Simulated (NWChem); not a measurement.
Species: SiP₂H₆; SMILES P[SiH2]P

```xyz
9

Si     0.0000     0.0000    -0.8153
P     -1.9727     0.0000     0.3365
P      1.9727     0.0000     0.3365
H      0.0000     1.2186    -1.7002
H      0.0000    -1.2186    -1.7002
H     -1.5403    -1.0441     1.2322
H     -1.5403     1.0441     1.2322
H      1.5403     1.0441     1.2322
H      1.5403    -1.0441     1.2322
```
Atoms are numbered in this order, from 1.

All runs: NWChem. Pople sets run with spherical d functions. All runs use the structure optimised with PBE-D3(BJ)/def2-SVP. Level: M06-2X/6-31G* with SMD (1 M gas to 1 M solution), gas-phase geometry. Reactions with the solvent are ignored.

### Question
Order these by “solvation free energy (kcal/mol)”, lowest first: cyclohexanone; water; chloroform; cyclohexane.

### Answer
chloroform (-1.4), cyclohexanone (-0.7), cyclohexane (0.0), water (0.9)
